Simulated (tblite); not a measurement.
Species: C₄H₈O₃Si.
Structure used (GFN2-xTB), in Å, numbered top down from 1:
```
atom  x, y, z in Å
C1    -3.2743    0.6141    0.3349
C2    -2.5598   -0.0875   -0.5250
O3    -1.2379   -0.3154   -0.4594
Si4   -0.1154    0.1638    0.6240
C5     1.4350   -0.6585   -0.1014
C6     2.5817   -0.1630    0.6962
O7     2.4871    0.2887    1.8102
O8     3.7605   -0.2467    0.0653
H9    -2.8196    1.0750    1.1926
H10   -4.3310    0.7421    0.1982
H11   -3.0051   -0.5585   -1.3941
H12   -0.4177   -0.3456    1.9594
H13    0.0197    1.6206    0.6314
H14    1.3859   -1.7408    0.0197
H15    1.6093   -0.4696   -1.1588
H16    4.4740    0.0905    0.6304
```

Computed with GFN2-xTB (tblite): harmonic, unscaled wavenumbers at the GFN2-xTB geometry, gas phase. Errors from tens to a few hundred cm⁻¹ against measured bands are possible. Modes of hydrogen on silicon can be 10 to 20 % off. One conformer, not necessarily the lowest. The optimisation stopped once no atom felt more than 0.01 eV/Å.

Lowest wavenumbers of the output (negative numbers stand for imaginary wavenumbers):
```
mode    cm-1
  1     -21.9
  2      60.6
  3      62.7
  4      79.1
  5     158.5
  6     163.1
  7     195.4
  8     383.9
```

Is this structure a minimum?

Not by this Hessian. 1 mode is imaginary beyond 20i (22i cm⁻¹), so at this level the point lies at or near a first-order saddle. The curvature is small, so loose convergence or finite differences may be the whole cause.

Which atoms move in the imaginary mode?

22i: O8 (acid hydroxyl oxygen) 39 %, O7 (acid carbonyl oxygen) 21 %, C5 (sp3 carbon bound to silicon) 13 %. These are shares of the mass-weighted motion.

What is the remedy?

Step along that mode in both directions, optimise again with tighter thresholds and repeat the frequencies. The zero-point energy of this point (70.8 kcal/mol) counts the 41 real modes alone, and thermal corrections from it aren't those of a minimum.
